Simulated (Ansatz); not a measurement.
System: AlHBr₂, charge 0, singlet. AlHBr2 (SMILES [Br][AlH][Br]).
B3LYP-D3(BJ)/def2-TZVP minimum from Ansatz (a first-principles code):
```xyz
4

Al    -0.7119    -0.4135    -0.4537
H     -1.8927    -1.0993    -1.2062
Br    -0.3279     1.7925    -0.6835
Br     0.6464    -1.6075     0.8865
```

Total energies in hartree (Ansatz). Open shells are spin-unrestricted; no spin-orbit coupling. Cores are frozen in correlated methods (noble-gas shells, and filled d and f shells in the p block). No relativity. Where a partner has so few electrons that a lower coupled-cluster level is exact, that level stands in. Spin-orbit terms, left out, reach several kcal/mol for Br and I, and more for heavier atoms.

```tsv
species	HF/def2-TZVPP	CCSD(T)/def2-TZVPP	HF/def2-QZVPP	CCSD(T)/def2-QZVPP	CCSDT(Q)/def2-TZVPP
1: AlHBr2 (SMILES [Br][AlH][Br])	-5387.48485	-5387.92899	-5387.59041	-5388.07763	-5387.93075
2: Al (doublet)	-241.87439	-241.92630	-241.88067	-241.93422	-241.92678
3: H (doublet)	-0.49981	-0.49981	-0.49998	-0.49998	-0.49981
4: Br (doublet)	-2572.39810	-2572.55635	-2572.44770	-2572.62201	-2572.55702
```

Q: Work out the atomisation energy (electronic, to ground-state atoms) in kcal/mol: take Hartree-Fock from def2-QZVPP, extrapolate the CCSD(T) correlation energy as X^-3 (X = 3, 4), and add CCSDT(Q) - CCSD(T) in def2-TZVPP. 1 hartree = 627.51 kcal/mol.

A: 
Species 1: correlation (64·(-0.48722) - 27·(-0.44414))/37 = -0.51866; step -0.00176; E1 = -5387.59041 + (-0.51866) + (-0.00176) = -5388.11083
Species 2: correlation (64·(-0.05355) - 27·(-0.05191))/37 = -0.05475; step -0.00048; E2 = -241.88067 + (-0.05475) + (-0.00048) = -241.93590
Species 3: correlation (64·(0.00000) - 27·(0.00000))/37 = 0.00000; step +0.00000; E3 = -0.49998 + (0.00000) + (+0.00000) = -0.49998
Species 4: correlation (64·(-0.17431) - 27·(-0.15825))/37 = -0.18603; step -0.00067; E4 = -2572.44770 + (-0.18603) + (-0.00067) = -2572.63440
-1·E1 +1·E2 +1·E3 +2·E4 = 0.40615 hartree = 254.9 kcal/mol.
